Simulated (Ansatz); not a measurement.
Species: C2H9N2Si, charge 0, multiplicity 2. It need not be the lowest isomer of its formula. SMILES: [Si](N)([CH2])(N)C
Geometry from a B3LYP-D3(BJ)/def2-TZVP (Ansatz, a first-principles code) optimisation:
```
Si
N 1 1.7210
H 2 1.0070 1 120.99
H 2 1.0078 3 111.79 1 -151.80
N 1 1.7290 2 104.84 3 159.09
H 5 1.0081 1 120.10 2 160.05
H 5 1.0087 6 111.00 1 -146.65
C 1 1.8487 2 105.43 3 36.14
H 8 1.0856 1 122.76 2 -152.77
H 8 1.0858 9 113.93 1 174.61
C 1 1.8739 2 117.23 3 -84.72
H 11 1.0920 1 110.74 2 61.29
H 11 1.0921 12 108.01 1 121.73
H 11 1.0937 12 107.49 13 116.18
```
Charge 0, spin multiplicity 2.

Quantity: atomisation energy (electronic, to ground-state atoms), in kcal/mol. Correlated levels leave the core frozen unless marked. Open shells are spin-unrestricted. No spin-orbit coupling. Non-relativistic. The coupled-cluster limit lacks core correlation, which all-electron functionals hold. CBS marks a two-point X^-3 extrapolation of the correlation energy; Hartree-Fock from the larger set.

```
level                         program  atomisation energy (kcal/mol)
---------------------  --------------  -----------------------------
HF/6-31G*                      Ansatz                          860.8
HF/cc-pV(D+d)Z                 Ansatz                          855.9
SVWN5/def2-TZVPD               Ansatz                         1379.8
PBE-D3(BJ)/def2-TZVPD  Ansatz + dftd3                         1238.1
```

### Question
What does CCSD(T)/CBS(cc-pV(T+d)Z,cc-pV(Q+d)Z) (Ansatz) give?

### Answer
1220.4 kcal/mol
